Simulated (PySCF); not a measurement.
Job for PySCF: R-B3LYP/6-31G* on H5NSi2 (SMILES N[Si][SiH3]), a point of a torsion scan.

```python
from pyscf import gto, scf, dft, mp
from pyscf.data.elements import chemcore

mol = gto.M(
    atom='''
    N     1.85662654   -0.13580221    0.32352592
    Si    0.43224256    0.00552452    1.27721664
    Si   -1.32397283    0.03836568   -0.18991377
    H     2.77749818   -0.15093906    0.72916682
    H     1.90709952   -0.22689739   -0.68091069
    H    -1.44779032   -0.40358359   -1.59192995
    H    -2.38642645   -0.72429851    0.49660886
    H    -1.82657593    1.42597468   -0.22388782
    ''',
    basis='6-31g*',
    cart=True,
    charge=0, spin=0, verbose=3, max_memory=1800)
mf = dft.RKS(mol, xc='b3lyp')
mf.conv_tol = 1e-8
mf.max_cycle = 100
mf.kernel()
if not mf.converged:
    mf = mf.newton().run(mf.mo_coeff, mf.mo_occ)
```

**Question.** Give the final energy of this run.

**Answer.** -636.7186 hartree.
